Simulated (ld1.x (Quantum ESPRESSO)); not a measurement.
Br: RRKJ pseudisation with BLYP, scalar-relativistic reference atom.

ld1.x (Quantum ESPRESSO) 7.5 input, shortened:

```
&input
   title='Br', zed=35., rel=1, dft='BLYP', iswitch=3,
   config='[Ar] 3d10 4s2 4p5'
 /
 &inputp
   pseudotype=2, tm=.false., rho0=0.005, lloc=-1, rcloc=0.76,
   nlcc=.true., new_core_ps=.true., rcore=0.50
 /
3
4S  1  0   2.00   0.00  1.30  1.30  0.0
4P  2  1   5.00   0.00  1.65  1.65  0.0
3D  3  2  10.00   0.00  1.00  1.00  0.0
 &test
   configts(1)='3d10 4s2 4p5'
 /
```

Poles of the logarithmic derivatives, all-electron (AE) and pseudo (PS). s: poles at 1.5 (AE) and 1.4 (PS) Ry. p: poles at 3.4 (AE) and -1.5, 3.5 (PS) Ry. d: poles at -4.8 (AE) and -4.8 (PS) Ry. Test radius 1.80 bohr.

- Cutoffs needed: 260 Ry and over 300 Ry (the cutoffs (Ry, on a coarse ladder) from which the occupation-weighted sum of valence levels, in a spherical-Bessel basis at the reference potential, stays within 10 and 1 mRy of its value at 400 Ry)
- Ghost test: ghost states, extra bound levels that the all-electron valence spectrum of the same l lacks: s at -314.4 eV, p at -20.9 eV; a true bound ghost makes a file unfit for plane-wave use (spherical-Bessel basis up to 400 Ry, 20 bohr box)
- Configuration tests: no test is counted, since the test run did not reproduce the reference configuration
